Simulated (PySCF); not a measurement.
# Cost of excited-state runs on `C=C/N=C(\C)CC`, C6H11N

Geometry:
```
atom   x (Å)   y (Å)   z (Å)
  C1  -2.753  -0.184  -0.724
  C2  -2.257  -0.113   0.507
  N3  -0.965  -0.394   0.869
  C4   0.090   0.172   0.474
  C5   0.150   1.383  -0.414
  C6   1.402  -0.389   0.944
  C7   2.217  -0.961  -0.217
  H8  -2.122  -0.388  -1.572
  H9  -3.808  -0.095  -0.909
 H10  -2.904   0.038   1.363
 H11   0.407   1.081  -1.428
 H12   0.912   2.076  -0.062
 H13  -0.817   1.882  -0.443
 H14   1.978   0.400   1.435
 H15   1.200  -1.176   1.671
 H16   2.489  -0.183  -0.925
 H17   3.130  -1.417   0.159
 H18   1.642  -1.723  -0.739
```

PySCF with density fitting, on 1 thread of an Arm Neoverse V2, shared host. Command: `OMP_NUM_THREADS=1 python excited_run.py task.json out`

(1) How long does this run take, and how much memory?
- magnetisability and related constants, wB97X-D/pcSseg-1; isotopologues; writes grids

## Answers

(1) 
| run | level | basis functions | wall time | peak memory (GiB) |
| --- | --- | --- | --- | --- |
| magnetisability and related constants | wB97X-D/pcSseg-1 | 174 | 42 s | 0.85 |

Times from a shared host are rough.
